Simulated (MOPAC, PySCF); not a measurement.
[Zn(F)2], neutral singlet in the gas phase. 

Cartesian coordinates (Å):
```xyz
3

Zn     0.0000     0.0000     0.0000
F     -1.7076     0.2002    -0.2395
F      1.7076    -0.2002     0.2395
```
Charge 0, multiplicity 1.

All levels are single points at this geometry (TPSS-D3(BJ)/def2-SVP); Pople sets use spherical d functions. Orbital energies aren't observables, and empty levels follow the basis.

M06-2X/6-31G* (LANL2DZ on Zn) in PySCF gives gap (eV) = 10.95.

**Question.** Estimate the gap (eV) from each of these levels: TPSSh-D3(BJ)/def2-TZVP in PySCF; B3LYP/6-31G* (LANL2DZ on Zn) in PySCF; HF/STO-3G in PySCF; PM3 in MOPAC; PM6 in MOPAC.

**Answer.** 
```tsv
level	gap (eV)
TPSSh-D3(BJ)/def2-TZVP in PySCF	7.05
B3LYP/6-31G* (LANL2DZ on Zn) in PySCF	7.28
HF/STO-3G in PySCF	11.61
PM3 in MOPAC	14.38
PM6 in MOPAC	11.46
```
